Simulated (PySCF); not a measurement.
Delta-SCF ions had no search for a lower state. Excitations are Tamm–Dancoff values on a coarser integration grid. The basis has no diffuse functions, so Rydberg states are missing or too high.

# C₂H₄F₂, SMILES `FCCF` (F–C–C–F torsion 180°) (charge 0, multiplicity 1)

All values below come from r2SCAN-D4/def2-TZVP (PySCF).

HOMO: -8.28 eV
dipole moment: 0.00 D
HOMO–LUMO gap: 8.77 eV
LUMO: 0.50 eV
S1 excitation (TDA): 8.88 eV
S1 oscillator strength: 0.003
T1 excitation (TDA): 8.20 eV
S1–T1 gap (TDA): 0.68 eV
vertical ionisation energy (Delta-SCF): 11.90 eV
total energy: -278.2769 Ha
cost: around 6 core-minutes (rough)

```xyz
8

F      1.3443    -0.5307    -1.0321
C      0.7496     0.0251     0.0957
C     -0.7496    -0.0251    -0.0957
F     -1.3443     0.5307     1.0321
H      1.0527    -0.5560     0.9713
H      1.0972     1.0568     0.2001
H     -1.0972    -1.0568    -0.2001
H     -1.0527     0.5560    -0.9713
```
Charge 0, spin multiplicity 1.
